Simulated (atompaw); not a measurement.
Hg: PAW (atompaw) pseudisation with PBE, scalar-relativistic reference atom.

atompaw 4.2.0.5 input, output lines left out:

```
Hg 80
GGA-PBE scalarrelativistic loggrid 2001 logderivrange -4 5 226
6 6 5 4 0 0
6 0 0
6 1 0
0 0 0
c
c
c
c
c
v
c
c
c
c
v
c
c
v
c
2
2.95 2.55 1.90 2.30
y
-1.15
n
y
1.65
n
y
-1.6
n
custom polynom2 7 10 vanderbiltortho besselshape
bessel
2.95
2.95
2.95
2.95
1.60
1.60
```

All-electron outer shells of the reference configuration (PBE, scalar-relativistic, ld1.x):

```csv
shell,level (eV),outermost node (bohr),outermost maximum (bohr)
5p,-85.79,0.51,0.93
5d,-28.78,0.55,1.15
6s,-23.36,1.07,2.08
6p,-14.86,1.26,2.67
```

Calculated quality:

- Cutoffs needed: 140 Ry and 300 Ry (the cutoffs (Ry, on a coarse ladder) from which the occupation-weighted sum of valence levels, in a spherical-Bessel basis at the reference potential, stays within 10 and 1 mRy of its value at 400 Ry)
- Ghost test: no extra level below or beside the all-electron valence levels (s, p, d, f tested) (spherical-Bessel basis up to 400 Ry, 20 bohr box)
- Lowest eigenvalue of the overlap operator: 0.82 (p channel)
- Overlap eigenvalues printed by atompaw (projector basis): 0.0519, 0.713, 1.49, 34.3, 148, 1.33e+05
- Share of each valence orbital outside the PAW sphere: 6s 21 %, 6p 49 %, 5d 2 %

Generation and tests took about 11 s on one core of a shared server CPU.
